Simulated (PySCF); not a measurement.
## Heteronuclear NMR

Molfile (atoms numbered from 1):
```
C5H7BO2
     RDKit          3D

 15 15  0  0  0  0  0  0  0  0999 V2000
    3.0608    0.1480    0.0003 C   0  0  0  0  0  0  0  0  0  0  0  0
    1.6689   -0.3221   -0.0337 C   0  0  0  0  0  0  0  0  0  0  0  0
    0.7873   -1.3060   -0.1828 C   0  0  0  0  0  0  0  0  0  0  0  0
    0.2762   -0.0001    0.0760 C   0  0  0  0  0  0  0  0  0  0  0  0
   -0.7582    0.8421    0.2633 C   0  0  0  0  0  0  0  0  0  0  0  0
   -2.2080    0.3410    0.2210 B   0  0  0  0  0  0  0  0  0  0  0  0
   -3.2297    1.2447    0.3983 O   0  0  0  0  0  0  0  0  0  0  0  0
   -2.4441   -1.0013    0.0060 O   0  0  0  0  0  0  0  0  0  0  0  0
    3.2732    0.6177    0.9738 H   0  0  0  0  0  0  0  0  0  0  0  0
    3.7774   -0.6673   -0.1709 H   0  0  0  0  0  0  0  0  0  0  0  0
    3.2104    0.9273   -0.7638 H   0  0  0  0  0  0  0  0  0  0  0  0
    0.5886   -2.3599   -0.3668 H   0  0  0  0  0  0  0  0  0  0  0  0
   -0.5317    1.8964    0.4468 H   0  0  0  0  0  0  0  0  0  0  0  0
   -4.1106    0.8634    0.3660 H   0  0  0  0  0  0  0  0  0  0  0  0
   -3.3743   -1.2400   -0.0080 H   0  0  0  0  0  0  0  0  0  0  0  0
  1  2  1  0
  2  3  2  0
  3  4  1  0
  4  5  2  0
  5  6  1  0
  6  7  1  0
  6  8  1  0
  4  2  1  0
  1  9  1  0
  1 10  1  0
  1 11  1  0
  3 12  1  0
  5 13  1  0
  7 14  1  0
  8 15  1  0
M  END
```

- PBE0/pcSseg-1 with gauge-including orbitals
- B3LYP/pcJ-1 coupling constants (spin–dipole term only in couplings to heteroatoms)
- coordinates at the PBE0-D3(BJ)/def2-SVP level
- code: PySCF 2.14
- equivalent nuclei averaged, one computed conformer, gas phase, non-relativistic

**Question.** Where does $^{17}$O resonate?

**Answer.** 
```
atoms            environment  σ (ppm)  δ (ppm)
O7/O8  oxygen bonded to B, H    224.5     63.9
```

Shieldings were converted by a linear fit to measured shifts: $^{17}$O: δ = 264.06 − 0.892σ (rms 13.4 ppm, 147 shifts, 14.2 ppm with the 1 outlier that the fit left out vs liquid water, solution or neat liquid). Occasional misses reach two or three times the rms, and more in compound classes unlike the fitted ones. Couplings are scaled by factors fitted to measured values: $^{2}J$(H,H) × 0.91 (rms 0.6 Hz); all others are unscaled and can be 10–30 % off.

Couplings (the largest are listed; each averaged over equivalent pairs; quadrupolar broadening usually hides them): $^{1}J$(B6,O7) = -3.2 Hz, $^{2}J$(C5,O7) = -16.8 Hz, $^{3}J$(O7,H13) = -3.1 Hz, $^{3}J$(C4,O7) = -3.1 Hz.

On a 400 MHz spectrometer $^{17}$O resonates near 54.2 MHz, so 1 ppm is 54.2 Hz.
